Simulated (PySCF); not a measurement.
Computed with M06-2X/def2-TZVP // B3LYP-D3(BJ)/def2-TZVP in PySCF. Gas-phase values, no solvent. Excitations are Tamm–Dancoff values on a coarser integration grid. The basis has no diffuse functions, so Rydberg states are missing or too high.

Reference species (SMILES): `CB(C)C` (neutral, multiplicity 1).

| Quantity | Value |
|---|---|
| S1–T1 gap (TDA) | 0.39 eV |
| T1 excitation (TDA) | 6.02 eV |

Changed species: `CB(N)N` (2 of 3 CH3 replaced by NH2; the reference has 0 of 3 CH3 replaced by NH2).

What does the change do to the S1–T1 gap (TDA) and T1 excitation (TDA)?

the S1–T1 gap (TDA) decreases by 0.18 eV, to 0.21 eV; the T1 excitation (TDA) increases by 0.25 eV, to 6.27 eV.
